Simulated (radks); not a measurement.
Neutral carbon inside a hard spherical wall (all orbitals vanish at R), configuration held at [He] 2s2 2p2 and not refilled when levels cross. All-electron calculation, scalar-relativistic Kohn-Sham, PBEsol, spin-polarised, spherical densities, finite nucleus; open shells are filled with parallel spins first; Fermi nuclear charge, rms radius 2.4702 fm. Program: a radial shooting solver on a logarithmic mesh with Libxc functionals. Eigenvalues in eV for spin up, with the zero of energy where the potential of the charges vanishes at infinity; a dash marks a level that is unbound or too diffuse for the functional's potential to be trusted. A positive occupied level is held by the wall or, in an anion where self-interaction has pushed it up, behind a barrier. The pressure on the wall is -dE/dV.

| R (bohr) | E (hartree) | kinetic (hartree) | e(1s) | e(2s) | e(2p) | e(3s, empty) | e(3p, empty) | pressure (GPa) |
|---|---|---|---|---|---|---|---|---|
| free | -37.63994 | 37.525 | -271.80 | -14.526 | -6.053 | - | - | 0 |
| 20 | -37.63994 | 37.525 | -271.80 | -14.526 | -6.053 | - | - | < 0.0001 |
| 12 | -37.63994 | 37.525 | -271.80 | -14.526 | -6.053 | 0.050 | 1.118 | < 0.0001 |
| 10 | -37.63992 | 37.525 | -271.79 | -14.523 | -6.051 | 0.406 | 1.753 | 0.000608 |
| 6 | -37.63544 | 37.557 | -271.41 | -14.284 | -5.776 | 4.531 | 7.230 | 0.412 |
| 5 | -37.62100 | 37.643 | -270.61 | -13.804 | -5.205 | 8.833 | 12.042 | 2.61 |
| 4 | -37.55387 | 37.971 | -268.14 | -12.283 | -3.397 | 19.006 | 22.333 | 19.7 |
| 3.5 | -37.44945 | 38.404 | -265.35 | -10.448 | -1.276 | 29.379 | 32.143 | 58.9 |
| 3 | -37.20510 | 39.277 | -260.46 | -6.865 | 2.685 | 47.546 | 48.527 | 191 |
| 2.5 | -36.60605 | 41.083 | -251.90 | 0.613 | 10.396 | 81.653 | 77.813 | 691 |
| 1.5 | -30.20333 | 55.291 | -208.49 | 66.996 | 65.676 | 324.37 | 267.47 | 17500 |
